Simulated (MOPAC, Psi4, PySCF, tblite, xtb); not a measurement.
Dimer F4Si ··· O2S (SMILES F[Si](F)(F)F and O=S=O) at R = 3.78 Å between the centres of mass, closest contact 2.67 Å (lowest of the rigid-body minima from ten starts at GFN2-xTB). Geometry in Å and degrees:

```
O
S 1 1.4386
O 2 1.4386 1 118.87
F 1 2.6694 2 86.54 3 -172.61
Si 4 1.5676 1 76.92 2 -168.74
F 5 1.5675 4 109.47 1 179.53
F 5 1.5677 6 109.39 4 120.04
F 5 1.5677 6 109.56 7 120.01
```

- GFN2-xTB (tblite)
- SAPT0/jun-cc-pVDZ, frozen core (Psi4)
- B3LYP/def2-TZVP, counterpoise-corrected (Psi4)
- B3LYP-D3(BJ)/def2-TZVP, counterpoise-corrected (Psi4)
- PBE/def2-TZVP, counterpoise-corrected (Psi4)
- PBE-D3(BJ)/def2-TZVP, counterpoise-corrected (Psi4)
- HF/aug-cc-pVDZ, counterpoise-corrected (Psi4)
- MP2/aug-cc-pVDZ = DF-MP2/aug-cc-pVDZ, frozen core, counterpoise-corrected in Psi4 1.11
- SCS-MP2/aug-cc-pVDZ = Psi4 with DF-SCS-MP2/aug-cc-pVDZ, frozen core, counterpoise-corrected
- PM3, restricted, heats of formation (MOPAC)
- PM6, restricted, heats of formation (MOPAC)
- GFN1-xTB (xtb)
- RKS-B3LYP/6-31G* = PySCF with restricted B3LYP/6-31G*, spherical d, no counterpoise correction
- RKS-M06-2X/6-31G* = PySCF with restricted M06-2X/6-31G*, spherical d, no counterpoise correction
- RMP2/3-21G = restricted MP2 (frozen core)/3-21G, no counterpoise correction (PySCF)
- RHF/6-31G* = PySCF 2.14.0 with restricted Hartree-Fock/6-31G*, spherical d, no counterpoise correction

Question: What interaction energy does each level give?

Answer: 
```
method                  E_int / kcal/mol
----------------------  ----------------
RMP2/3-21G                         -8.76
GFN2-xTB                           -5.88
RKS-M06-2X/6-31G*                  -4.96
GFN1-xTB                           -2.74
RKS-B3LYP/6-31G*                   -1.16
SAPT0/jun-cc-pVDZ                  -0.49
RHF/6-31G*                         -0.33
B3LYP-D3(BJ)/def2-TZVP             -0.24
PM6                                 0.70
PBE-D3(BJ)/def2-TZVP                0.70
MP2/aug-cc-pVDZ                     1.30
SCS-MP2/aug-cc-pVDZ                 2.02
PBE/def2-TZVP                       2.32
B3LYP/def2-TZVP                     2.65
HF/aug-cc-pVDZ                      2.84
PM3                                 5.06
```
